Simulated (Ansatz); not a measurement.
**AlH2I (SMILES [H][Al]([H])[I]): the energy, rung by rung**

AlH2I has 4 atoms, charge 0, and is taken as a singlet. SMILES: `[H][Al]([H])[I]`. Geometry: a GFN2-xTB relaxation, a rough one for these elements and not checked as a minimum.

```xyz
4

Al    0.1134    0.1896    0.0013
H     1.6492    0.2169    0.0106
H    -0.5891    1.5553   -0.0222
I    -1.1735   -1.9618    0.0104
```

Each level gives the energy change with the Al1–I4 bond stretched from 2.507 to 5.014 Å (eV). The values are calculated.

```
                       level                    kind  program  value (eV)  less FCI/STO-3G  CPU time (all runs)
      HF/STO-3G (restricted)            Hartree–Fock   Ansatz        6.99            +2.00               0.92 s
    BLYP/STO-3G (restricted)                     GGA   Ansatz        5.01            +0.02                4.6 s
   BHLYP/STO-3G (restricted)           global hybrid   Ansatz        6.22            +1.23                5.5 s
    PBE0/STO-3G (restricted)           global hybrid   Ansatz        5.81            +0.82                5.7 s
   HSE06/STO-3G (restricted)  range-separated hybrid   Ansatz        5.75            +0.76                6.5 s
     MP2/STO-3G (restricted)     perturbation theory   Ansatz        6.24            +1.25                1.6 s
CCSDT(Q)/STO-3G (restricted)   coupled cluster or CI   Ansatz        5.06            +0.07                2.4 s
                  FCI/STO-3G      exact in the basis   Ansatz        4.99             0.00                 21 s
```

FCI/STO-3G is exact within its basis and frozen core, so for wave-function methods in that basis the difference is their error; functionals converge differently with the basis, so for them it is only a difference. Spin-restricted single references rise too steeply as a bond breaks, Hartree–Fock most of all. Perturbation and coupled-cluster corrections on them can overshoot downwards. All-electron rows without a relativistic Hamiltonian named are non-relativistic. The first shape isn't each level's own minimum. The values span 4.99 to 6.99 eV. All rows use very small basis sets, so even the best lies far from the true value. In the correlated wave-function rows the outer d shell of I is correlated, in sets not made for it. CPU times are rough (shared hosts, several kinds of processor): they show what a rung costs within a factor of a few.
